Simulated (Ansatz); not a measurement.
Cl3HfI, SMILES `[Cl][Hf]([Cl])([Cl])[I]`, one more setting.

```yaml
crystal:
  periodic: [false, false, false]
  atoms:
    - {symbol: Cl, position_ang: [-0.711191, -0.277807, 2.003316]}
    - {symbol: Hf, position_ang: [0.004736, -0.076277, 0.007553]}
    - {symbol: Cl, position_ang: [1.922533, -0.989609, -0.147794]}
    - {symbol: Cl, position_ang: [-1.345858, -1.043112, -1.325630]}
    - {symbol: I, position_ang: [0.175596, 2.319092, -0.575534]}
basis:
  gaussian: {orbitals: def2-TZVPD}
hamiltonian: {xc: {name: HSE06}, dispersion: d4}
```

```sh
$ ansatz run in.yaml --threads 4 --pin off --events-out ev --progress --plain --max-ram 10444MiB
```

Output, abridged:

```
Functional definition: HSE06
1822 factors; their error is unknown
105 factors; integrals over basis functions are off by at most 8.6e-5 eV
mean field evaluation 1: about -46969.1037 eV, gradient 2.7e1 eV
mean field evaluation 2: about -46967.3355 eV, gradient 3.9e1 eV
mean field evaluation 4: about -46970.7466 eV, gradient 9.8e-1 eV
mean field evaluation 8: about -46971.0652 eV, gradient 2.3e-1 eV
mean field evaluation 16: about -46971.0653 eV, gradient 3.9e-5 eV
mean field -46971.06532387 eV, -1726.1548125205 hartree, gradient 3.9e-5 eV, S^2 0.000000; 0 other end points of the search recorded, 0 dependent functions left out
reference -46971.06539967 eV, -1726.1548153063 hartree; 44, 44 occupied and 196, 196 virtual orbitals, 1822 factors
Total energy: -46971.28723716 eV, -1726.1629676837 hartree
```

Run time 7 s (4 threads of an Arm Neoverse V1 on a shared host); peak host memory 0.84 GiB.
